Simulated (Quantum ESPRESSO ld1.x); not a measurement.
Values are calculated unless marked as measured or tabulated.
Question: Ionisation of the niobium ion Nb16+, [Ar] 3d7, to Nb17+, [Ar] 3d6, under several functionals. Scalar-relativistic Kohn-Sham, spin-polarised, spherical densities, point nucleus; open shells are filled with parallel spins first; ld1.x of Quantum ESPRESSO 7.5. Known Delta-SCF values: LDA (Slater exchange, Perdew-Zunger correlation) 636.58 eV; exchange-only LDA 633.44 eV; LDA (Slater exchange, VWN5 correlation) 636.50 eV. What does LDA (Slater exchange, Perdew-Zunger correlation) + SIC give, and what is its highest occupied eigenvalue?

Answer: 639.54 eV by Delta-SCF; the 3d eigenvalue is -635.38 eV. NIST: 636 eV (theoretical).
